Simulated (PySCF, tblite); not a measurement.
Isomers of C5H10OSi3. All values are computed: GFN2-xTB (tblite) harmonic vibrations without scaling, gas phase. Errors from tens to a few hundred cm⁻¹ against measured bands are possible. Modes of hydrogen on silicon can be 10 to 20 % off. One conformer each.

Electronic energies: PBE0/pcSseg-1 single points on the GFN2-xTB geometries (PySCF, gas phase).

```
                            SMILES  electronic energy, lowest = 0 (kJ/mol)
   C#C[Si@@H](C)[Si@H](C#C)O[SiH3]                                   166.0
     CC#C[Si@@H]1C=C[SiH2]O[SiH2]1                                    21.2
C#C[C@@H]1C=C[SiH2][Si@@H]1O[SiH3]                                   103.6
   C#C[Si@@H]1C=C[Si@H](O[SiH3])C1                                     0.0
     C#C[Si@@H](O[SiH3])[SiH2]C#CC                                   169.7
```

Task: How do GFN2-xTB zero-point energies change the relative energies?

Result: 
| SMILES | ZPE (kJ/mol) | of it from modes above 1550 cm⁻¹ | electronic (kJ/mol) | with ZPE, lowest = 0 (kJ/mol) | lowest mode (cm⁻¹) | rings |
| --- | --- | --- | --- | --- | --- | --- |
| C#C[Si@@H]1C=C[Si@H](O[SiH3])C1 | 322.0 | 182.1 | 0.0 | 0.0 | 15i | 1 |
| CC#C[Si@@H]1C=C[SiH2]O[SiH2]1 | 324.8 | 178.5 | 21.2 | 24.0 | 18 | 1 |
| C#C[C@@H]1C=C[SiH2][Si@@H]1O[SiH3] | 317.1 | 177.1 | 103.6 | 98.7 | 20 | 1 |
| C#C[Si@@H](C)[Si@H](C#C)O[SiH3] | 312.7 | 187.0 | 166.0 | 156.7 | 8 | 0 |
| C#C[Si@@H](O[SiH3])[SiH2]C#CC | 309.0 | 180.3 | 169.7 | 156.7 | 9i | 0 |

The zero-point energies span 15.8 kJ/mol, from `C#C[Si@@H](O[SiH3])[SiH2]C#CC` to `CC#C[Si@@H]1C=C[SiH2]O[SiH2]1`. Slightly imaginary modes are left out of the zero-point energy: `C#C[Si@@H]1C=C[Si@H](O[SiH3])C1` 15.3i cm⁻¹ and `C#C[Si@@H](O[SiH3])[SiH2]C#CC` 9.4i cm⁻¹. The order is unchanged, ties at the printed digit aside.

Task: And how do the electronic energies of GFN2-xTB itself compare?

Result: `C#C[Si@@H]1C=C[Si@H](O[SiH3])C1` 39.0; `CC#C[Si@@H]1C=C[SiH2]O[SiH2]1` 0.0; `C#C[C@@H]1C=C[SiH2][Si@@H]1O[SiH3]` 6.8; `C#C[Si@@H](C)[Si@H](C#C)O[SiH3]` 138.4; `C#C[Si@@H](O[SiH3])[SiH2]C#CC` 87.5 kJ/mol, lowest = 0. Against the energies above, taken from the same isomer `C#C[Si@@H]1C=C[Si@H](O[SiH3])C1`, the largest difference is 135.8 kJ/mol.
